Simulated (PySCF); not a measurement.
GeH5NO3. Atoms are numbered in the order given.

```xyz
10

N      1.5226    -0.6590    -0.7314
Ge     0.0094     0.0010    -0.0081
O      0.1136     1.5860     0.7646
O     -1.1097     0.0870    -1.3671
O     -0.5683    -1.0196     1.3156
H      1.6514    -0.4289    -1.7129
H      2.3810    -0.4933    -0.2147
H     -0.1383     1.5346     1.6949
H     -1.8349     0.7002    -1.2014
H     -0.5021    -1.9590     1.1079
```
Charge 0, spin multiplicity 1.

Coordinates come from a ωB97X-D3(BJ)/def2-SVP optimisation. This is a generated structure with no PubChem entry under its InChIKey; it may be hypothetical. The values are those of a single conformer.

The numbers are results of TDA-PBE0/def2-SVPD run with PySCF, not measurements.

Vertical excitations. Isolated molecule, no solvent.

Computed lowest excited states:
```json
[
 {"state": "S1", "energy (eV)": "6.34", "λ (nm)": "196", "f": "0.043", "main pairs": "HOMO→LUMO 97 %"},
 {"state": "S2", "energy (eV)": "7.29", "λ (nm)": "170", "f": "0.039", "main pairs": "HOMO−1→LUMO 93 %"},
 {"state": "S3", "energy (eV)": "7.56", "λ (nm)": "164", "f": "0.077", "main pairs": "HOMO−2→LUMO 80 %"},
 {"state": "S4", "energy (eV)": "7.72", "λ (nm)": "161", "f": "0.102", "main pairs": "HOMO−3→LUMO 80 %"},
 {"state": "S5", "energy (eV)": "7.88", "λ (nm)": "157", "f": "0.004", "main pairs": "HOMO→LUMO+3 49 %, HOMO→LUMO+1 36 %"},
 {"state": "S6", "energy (eV)": "8.08", "λ (nm)": "153", "f": "0.004", "main pairs": "HOMO→LUMO+1 54 %, HOMO→LUMO+3 24 %, HOMO→LUMO+2 16 %"},
 {"state": "S7", "energy (eV)": "8.30", "λ (nm)": "149", "f": "0.039", "main pairs": "HOMO→LUMO+2 69 %, HOMO→LUMO+3 20 %"},
 {"state": "S8", "energy (eV)": "8.55", "λ (nm)": "145", "f": "0.104", "main pairs": "HOMO−4→LUMO 91 %"},
 {"state": "S9", "energy (eV)": "8.68", "λ (nm)": "143", "f": "0.035", "main pairs": "HOMO−5→LUMO 47 %, HOMO−1→LUMO+1 40 %"},
 {"state": "S10", "energy (eV)": "8.85", "λ (nm)": "140", "f": "0.015", "main pairs": "HOMO−1→LUMO+1 22 %, HOMO−5→LUMO 22 %, HOMO−1→LUMO+2 11 %, HOMO−1→LUMO+3 11 %"},
 {"state": "T1", "energy (eV)": "5.98", "λ (nm)": "207", "f": "0", "main pairs": "HOMO→LUMO 91 %"},
 {"state": "T2", "energy (eV)": "6.90", "λ (nm)": "180", "f": "0", "main pairs": "HOMO−1→LUMO 87 %"},
 {"state": "T3", "energy (eV)": "7.09", "λ (nm)": "175", "f": "0", "main pairs": "HOMO−2→LUMO 83 %"},
 {"state": "T4", "energy (eV)": "7.27", "λ (nm)": "171", "f": "0", "main pairs": "HOMO−3→LUMO 81 %"}
]
```
Triplets are in the Tamm–Dancoff approximation.
